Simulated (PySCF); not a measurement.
trans-(1R,2R)-1-chloro-2-methylcyclopropane (C4H7Cl), SMILES C[C@H]1[C@@H](C1)Cl.

Geometry optimised at TPSSh-D3(BJ)/def2-SVP.

Two levels are set side by side: TDDFT-PBE/def2-SVPD (PySCF) and TDDFT-B3LYP/def2-SVPD (PySCF). Vertical, same geometry. The lowest singlet is HOMO→LUMO 98 % with PBE and HOMO→LUMO 92 % with the other functional; states are paired by order. Differences are taken from unrounded values.

```
quantity                              TDDFT-B3LYP  TDDFT-PBE  TDDFT-PBE minus TDDFT-B3LYP
------------------------------------  -----------  ---------  ---------------------------
lowest singlet excitation (eV)               6.54       6.19                        -0.35
lowest triplet excitation (TDA) (eV)         5.96       5.65                        -0.31
```

A lower first singlet is the usual sign of a functional without exact exchange. Differences between two approximate levels are no errors against the true value.

Rough cost on one machine, each run with all the roots and properties that it gave: TDDFT-B3LYP against TDDFT-PBE about 3 times.
